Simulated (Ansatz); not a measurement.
Scan of H3 (cation, charge +1), singlet: symmetric bend, bond length relaxed. Scanned: H-H-H angle. Other coordinates (H-H bond length) were minimised at PBE0/def2-TZVP.

- RKS-PBE/cc-pVDZ = restricted PBE/cc-pVDZ (Ansatz, an electronic-structure program)
- FCI/cc-pVDZ = full CI/cc-pVDZ, frozen core run with Ansatz

Energies relative to the lowest point of each profile, in kcal/mol; the last columns give the error against full CI:

```
a / °   RKS-PBE/cc-pVDZ  FCI/cc-pVDZ  RKS-PBE/cc-pVDZ − FCI/cc-pVDZ
------  ---------------  -----------  -----------------------------
180                37.7         39.7                           -2.0
168.92             37.3         39.3                           -2.0
159.88             36.4         38.4                           -2.0
152.22             35.3         37.3                           -2.0
138.24             32.2         34.1                           -1.9
129.17             29.4         31.2                           -1.8
122.35             26.9         28.6                           -1.7
108.69             21.0         22.3                           -1.3
99.47              16.4         17.4                           -1.0
91.66              12.3         13.0                           -0.7
78.78               5.6          5.9                           -0.3
72.10               2.7          2.8                           -0.1
60                  0.0          0.0                            0.0
```

RKS-PBE/cc-pVDZ is furthest from FCI/cc-pVDZ at 168.92 (-2.0 kcal/mol, below); its mean absolute error over the points is 1.3 kcal/mol.
